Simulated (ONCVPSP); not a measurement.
Transferability test, ONCV potential for Pm (Z = 61)

ONCVPSP 4.0.1 input, shortened (lines: element, Z, core and valence counts, functional; n l f; lmax; l rc ep ncon nbas qcut; lloc lpopt rc5 dvloc0; l nproj debl; icmod fcfact rcfact), PBE, non-relativistic:

```
  Pm 61.00   12    2        4      upf
    1    0    2.00
    2    0    2.00
    2    1    6.00
    3    0    2.00
    3    1    6.00
    3    2   10.00
    4    0    2.00
    4    1    6.00
    4    2   10.00
    4    3    4.00
    5    0    2.00
    5    1    6.00
    5    2    1.00
    6    0    1.00
    2
    0    3.85    0.00    4    9    1.90
    1    4.20    0.30    4    7    1.70
    2    2.80    0.00    4    8    6.60
    4    3    2.55    0.00
    0    2    1.90
    1    2    2.40
    2    2    3.00
    0    0.00    0.00
```

In the p channel the program set the typed energies aside and used 0.050, 2.450 Ha.

Energies are relative to the spin-unpolarised reference configuration 5d1 6s1; without spin polarisation the order of configurations can differ from experiment.

```csv
valence configuration,charge,ΔE all-electron (eV),error AE − PS (meV)
5d1 6s2,0,-5.966,+17
5d1 6s0,+2,10.949,+184
5d1 6s1.5,+0.5,-3.574,+7.5
5d1 6s1 6p1,0,-3.715,+60
```

Levels in the configuration 5d1 6s1.5:

```json
{"level": "5d", "all-electron (eV)": "-6.226", "pseudo (eV)": "-6.222"}
{"level": "6s", "all-electron (eV)": "-5.944", "pseudo (eV)": "-5.965"}
```

Note: no bound ghost flagged; GHOST(+) flagged for s at 26.9 eV, p at 63.4 eV.
